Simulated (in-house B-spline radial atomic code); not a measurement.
Orbital energies and mean radii along the 72-electron series, configuration 1s2 2s2 2p6 3s2 3p6 3d10 4s2 4p6 4d10 4f14 5s2 5p6 5d3/2(4). The effective charge is n√(-2ε), a non-relativistic measure. Computed with a B-spline radial code for spherical atoms: Dirac-Hartree-Fock, jj configuration that fills j = l - 1/2 first, finite nuclei.

```
 ion   Z  energy of 5p3/2 (Eh)  mean radius of 5p3/2 (bohr)  energy of 4d5/2 (Eh)  mean radius of 4d5/2 (bohr)  energy of 4d3/2 (Eh)  mean radius of 4d3/2 (bohr)  energy of 5p1/2 (Eh)  mean radius of 5p1/2 (bohr)  effective charge of 5p3/2
 W2+  74               -2.3601                        1.283               -10.387                      0.51656               -10.889                       0.5047               -2.8735                       1.2013                     10.863
Re3+  75                     ?                            ?                     ?                            ?                     ?                            ?                     ?                            ?                          ?
Os4+  76                     ?                            ?                     ?                            ?                     ?                            ?                     ?                            ?                          ?
Ir5+  77               -4.4853                       1.1334                -14.18                      0.48285               -14.818                      0.47099                -5.215                       1.0597                     14.976
Pt6+  78               -5.3128                       1.0912               -15.622                      0.47238                -16.31                      0.46055               -6.1224                       1.0196                     16.298
Au7+  79               -6.1931                       1.0522               -17.144                      0.46228               -17.885                      0.45049               -7.0876                      0.98249                     17.597
```

Task: Fill in the row of Re3+.

Result: energy of 5p3/2 (Eh): -3.0024; mean radius of 5p3/2 (bohr): 1.2293; energy of 4d5/2 (Eh): -11.555; mean radius of 4d5/2 (bohr): 0.50493; energy of 4d3/2 (Eh): -12.1; mean radius of 4d3/2 (bohr): 0.49306; energy of 5p1/2 (Eh): -3.5848; mean radius of 5p1/2 (bohr): 1.1505; effective charge of 5p3/2: 12.252.

Task: Fill in the row of Os4+.

Result: energy of 5p3/2 (Eh): -3.7136; mean radius of 5p3/2 (bohr): 1.1794; energy of 4d5/2 (Eh): -12.822; mean radius of 4d5/2 (bohr): 0.4937; energy of 4d3/2 (Eh): -13.413; mean radius of 4d3/2 (bohr): 0.48182; energy of 5p1/2 (Eh): -4.3678; mean radius of 5p1/2 (bohr): 1.1033; effective charge of 5p3/2: 13.627.

Task: How does the screening of 5p3/2 change?

Result: Z less the effective charge goes from 63.14 at Z = 74 to 61.40 at Z = 79.
